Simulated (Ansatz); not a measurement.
`N[BH][Al]([Cl])[Cl]` + H₂ → `[Cl][AlH][Cl]` + `BN` at 700 K and 1 bar (hydrogenolysis of the Al–B bond).

Program: Ansatz. Geometries: PBE0-D4/def2-TZVP. ΔE: electronic, gas phase. CCSD(T)/CBS is the MP2 limit (def2-TZVPP, def2-QZVPP) plus CCSD(T) − MP2 in def2-TZVPP, frozen cores. This one scheme is used for every species. One conformer a species, not always the lowest.

```json
{"species": "`N[BH][Al]([Cl])[Cl]`", "CCSD(T)/CBS energy (Eh)": "-1243.05355", "H − E (kJ/mol)": "186.9", "S (J/(mol·K))": "470.2"}
{"species": "H₂", "CCSD(T)/CBS energy (Eh)": "-1.17544", "H − E (kJ/mol)": "46.8", "S (J/(mol·K))": "155.3"}
{"species": "`[Cl][AlH][Cl]`", "CCSD(T)/CBS energy (Eh)": "-1162.30651", "H − E (kJ/mol)": "67.3", "S (J/(mol·K))": "346.6"}
{"species": "`BN`", "CCSD(T)/CBS energy (Eh)": "-81.93499", "H − E (kJ/mol)": "163.7", "S (J/(mol·K))": "282.2"}
```

H − E and S are ideal-gas, rigid-rotor, harmonic terms from PBE0-D4/def2-TZVP, for one conformer and one mirror image of each species. For small species the MP2-based limit differs from directly extrapolated CCSD(T) by up to some mEh (0.8 for H₂); such offsets cancel only in part. 1 Eh = 2625.50 kJ/mol, R = 8.31446 J/(mol·K).

By hand: ΔE, ΔH, ΔS and ΔG.

ΔE = (-1162.30651) + (-81.93499) − (-1243.05355) − (-1.17544) = -0.01251 Eh = -32.8 kJ/mol. Δ(H − E) = 67.3 + 163.7 − 186.9 − 46.8 = -2.7, so ΔH = -35.5 kJ/mol. ΔS = 346.6 + 282.2 − 470.2 − 155.3 = 3.3 J/(mol·K). ΔG = -35.5 − 700 × (3.3)/1000 = -37.8 kJ/mol.

By hand: the equilibrium constant, and the temperature at which ΔG would vanish if ΔH and ΔS stayed fixed.

log₁₀ K = −ΔG/(RT ln 10) = 2.8. ΔH and −TΔS have one sign here, so there is no such temperature.

The number of gas molecules stays the same, so ΔS is small and ΔH decides. A doubt of 5 kJ/mol in ΔE shifts log₁₀ K by 0.4 here. Other conformers and mirror images would add mixing entropy, several J/(mol·K) or more a flexible species. These are equilibria of isolated gas molecules and say nothing of rates. Largest T1 diagnostic: 0.012 (customary marks: 0.02 for closed shells, 0.045 for open ones).

ΔS is within the doubt of such terms, so its sign, and with it that verdict, could turn.
